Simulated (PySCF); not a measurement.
Sn(F)(SH)3 (FH3S3Sn), SMILES [F][Sn]([SH])([SH])[SH]. Atoms are numbered in the order given.

```xyz
8

F     -1.3059     1.6182    -0.1594
Sn    -0.0854     0.0996    -0.0310
S     -1.0123    -1.6810    -1.3757
S      2.0838     0.6592    -0.9348
S     -0.0368    -0.2250     2.3737
H     -2.2477    -1.5032    -0.8476
H      2.5298     1.0320     0.2888
H     -0.8154     0.8731     2.5333
```

Geometry optimised at B3LYP-D3(BJ)/def2-SVP. The structure was generated by enumeration; whether it is a known compound was not checked. The def2 effective core potentials stand for the cores of Sn; spin–orbit coupling is left out. One conformer was computed; it need not be the lowest.

Calculation: B3LYP/def2-TZVP (PySCF).

ESP charges are fitted to the potential on shells at 1.4 to 2.0 van der Waals radii. Atomic charges (e):

```csv
atom,Löwdin,ESP fit,Mulliken
F1,-0.28,?,-0.48
Sn2,-0.03,?,1.04
S3,0.05,?,-0.35
S4,0.05,?,-0.35
S5,0.03,?,-0.37
H6,0.06,?,0.16
H7,0.06,?,0.17
H8,0.06,?,0.18
```

**Question.** Complete the blanks. (Estimate from the structure and the level; the computed values follow.)

**Answer.** 
- F1, ESP fit: -0.35
- Sn2, ESP fit: 0.46
- S3, ESP fit: -0.20
- S4, ESP fit: -0.16
- S5, ESP fit: -0.28
- H6, ESP fit: 0.18
- H7, ESP fit: 0.14
- H8, ESP fit: 0.21
